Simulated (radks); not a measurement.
Zr6+, configuration [Ar] 3d10 4s2 4p4. Calculated with a radial shooting solver on a logarithmic mesh with Libxc functionals: Dirac Kohn-Sham, AM05, spin-unpolarised, spherical densities, point nucleus; open shells fill j = l - 1/2 first.

X-ray form factor f0, the Fourier transform of the density (f0(0) = 34):

sin(theta)/lambda (1/angstrom),f0 (electrons)
0.05,33.734
0.1,32.966
0.15,31.783
0.2,30.305
0.25,28.663
0.3,26.974
0.4,23.775
0.5,21.039
0.6,18.740
0.8,14.943
1,11.850
1.25,9.015
1.5,7.259
2,5.565
